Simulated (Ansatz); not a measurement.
`[CH3][GeH]([CH3])[PH2]`, relaxed with RKS PBE0-D4/def2-TZVP in Ansatz 0.2.0 from a PBE-D4/def2-SVP geometry. The force threshold is 0.005 eV/Å; the program also tests the step.

Total charge 0; spin multiplicity 1.

Start:

```xyz
13

C    -0.774   -0.286   -1.710
Ge   -0.032   -0.603    0.088
C     1.589    0.484    0.375
P    -1.708   -0.117    1.668
H    -1.669   -0.916   -1.880
H    -1.064    0.777   -1.825
H    -0.018   -0.530   -2.483
H     0.313   -2.116    0.249
H     2.363    0.239   -0.380
H     1.340    1.561    0.291
H     2.006    0.298    1.384
H    -0.774   -0.096    2.767
H    -1.574    1.305    1.456
```

| step | energy (eV) | largest force (eV/Å) | largest move (Å) |
| --- | --- | --- | --- |
| 1 | -68016.3100 | 0.658 | 0.000 |
| 2 | -68016.3539 | 0.167 | 0.027 |
| 3 | -68016.3569 | 0.052 | 0.023 |
| 4 | -68016.3580 | 0.030 | 0.024 |
| 5 | -68016.3581 | 0.008 | 0.008 |
| 6 | -68016.3582 | 0.002 | 0.007 |
| 7 | -68016.3582 | 0.003 | 0.007 |

End:

```xyz
13

C    -0.763   -0.284   -1.697
Ge   -0.028   -0.588    0.090
C     1.582    0.488    0.361
P    -1.696   -0.109    1.642
H    -1.654   -0.893   -1.855
H    -1.034    0.766   -1.821
H    -0.024   -0.543   -2.457
H     0.314   -2.085    0.261
H     2.341    0.228   -0.381
H     1.345    1.549    0.261
H     1.994    0.316    1.356
H    -0.813   -0.143    2.755
H    -1.563    1.298    1.485
```

Hardware: 4 threads of an Intel Xeon 6975P-C on a shared host. Wall time 16 s, peak host memory 0.64 GiB.
